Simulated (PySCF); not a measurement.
# Removing an electron from `C=CC(C=C)/C=C\S[SiH3]`

Compound: C7H12SSi.
Geometry (PBE0-D3(BJ)/def2-SVP, Å), atoms numbered from 1 in this order:
```
atom  x, y, z in Å
C1    -1.051    0.170   -2.425
C2    -1.252   -0.491   -1.286
C3    -0.870    0.016    0.076
C4    -2.050    0.217    0.998
C5    -3.336    0.111    0.662
C6     0.113   -0.929    0.715
C7     1.296   -0.599    1.247
S8     1.895    1.067    1.373
Si9    3.900    0.735    0.672
H10   -0.587    1.162   -2.435
H11   -1.342   -0.254   -3.390
H12   -1.719   -1.484   -1.313
H13   -0.363    0.992   -0.036
H14   -1.781    0.476    2.030
H15   -3.646   -0.134   -0.358
H16   -4.126    0.283    1.397
H17   -0.183   -1.983    0.760
H18    1.932   -1.371    1.695
H19    4.638    2.004    0.929
H20    3.937    0.405   -0.783
H21    4.516   -0.392    1.437
```

Level: wB97X-D/def2-SVPD (PySCF). Frontier orbitals with their largest atomic shares (Löwdin; up to four atoms above 4 %):

| orbital | ε (eV) | main atoms |
| --- | --- | --- |
| HOMO−3 | -9.97 | S8 37 %, C7 18 %, C6 10 %, Si9 9 % |
| HOMO−2 | -9.62 | C4 19 %, C1 19 %, C2 18 %, C5 17 % |
| HOMO−1 | -9.42 | C5 18 %, C1 18 %, C2 16 %, C4 16 % |
| HOMO | -8.50 | ? |
| LUMO | 1.08 | C6 20 %, C7 20 %, S8 8 %, C1 7 % |
| LUMO+1 | 1.63 | Si9 34 %, S8 26 %, H20 11 %, H21 11 % |
| LUMO+2 | 1.94 | Si9 31 %, S8 26 %, H21 7 %, H20 6 % |

Task: What vertical ionisation energy does ΔSCF give, and how far is −ε(HOMO) from it?

Result: ΔSCF: 8.54 eV (824 kJ/mol; threshold wavelength 145 nm); ⟨S²⟩ of the doublet left behind is 0.761, against 0.75 for a pure doublet. −ε(HOMO) is 8.50 eV, 0.04 eV below it. For the exact functional −ε(HOMO) would equal the first vertical ionisation energy; wB97X-D (range-separated hybrid) comes within 0.04 eV of that here.

Task: On which atoms does the HOMO lie?

Result: S8 (sulfur bonded to C and Si) 43 %, C7 (alkene CH carbon) 17 %, C6 (alkene CH carbon) 16 %, Si9 (SiH3 silicon) 6 %. The HOMO−1 lies 0.92 eV lower.

Task: How many of the 10 lowest singlet excitations (vertical TDDFT, same level) lie below the ionisation energy?

Result: All 10; they run from 5.54 to 7.24 eV.

Task: Shift the occupied levels rigidly so that −ε(HOMO) equals the ΔSCF value. What binding energies result?

Result: The shift is +0.04 eV: HOMO 8.54, HOMO−1 9.46, HOMO−2 9.66, HOMO−3 10.01 eV. A rigid shift is only a rough guide to the deeper ionisations.

Task: What kinetic energy would electrons from this vertical process carry with He I light (21.218 eV)?

Result: 21.22 − 8.54 = 12.68 eV.

Geometry: PBE0-D3(BJ)/def2-SVP, one conformer, isolated molecule.

The run behind these numbers computed excited states and ΔSCF ions as well. The run took 17 min wall on Arm Neoverse N1, one thread (shared host), and the process peaked at 1.4 GiB of memory.
